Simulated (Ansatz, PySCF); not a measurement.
Reaction (SMILES): CB(C)Br [bromo(dimethyl)borane] + 2 B (BH3) → BBr (BH2Br) + 2 BC (CH5B) [methylborane]
Structures are relaxed separately at B3LYP-D3(BJ)/def2-TZVP in Ansatz (a first-principles code). Frequencies are from Ansatz or PySCF.

Quantity: bond separation energy (enthalpy at 298 K, with B3LYP-D3(BJ) rigid-rotor harmonic-oscillator terms), in kcal/mol. Valence correlation only, unless marked. Spin-orbit coupling is left out. Frozen are the shells of the preceding noble gas and the d and f shells that filled before the atom's block. Non-relativistic. CBS marks a two-point X^-3 extrapolation of the correlation energy; Hartree-Fock from the larger set. [CCSD(T)-MP2]/basis is that difference in the basis named.

| level | program | bond separation energy (kcal/mol) |
|---|---|---|
| revPBE/def2-TZVPD | Ansatz | ? |
| PBE0/def2-TZVP | Ansatz | ? |
| r2SCANh/def2-TZVPD | Ansatz | 0.4 |
| LC-wPBE-D4/def2-TZVPD | Ansatz + dftd4 | 1.6 |
| SCS-MP2/6-31G | Ansatz | 5.2 |
| SCS-MP2/aug-cc-pVTZ | Ansatz | 2.6 |
| RI-MP2/CBS(aug-cc-pVTZ,aug-cc-pVQZ)+[CCSD(T)-MP2]/aug-cc-pVTZ | Ansatz | 1.6 |

Q: Complete the blanks.

A: 
- revPBE/def2-TZVPD, bond separation energy (kcal/mol): -1.8
- PBE0/def2-TZVP, bond separation energy (kcal/mol): -0.6
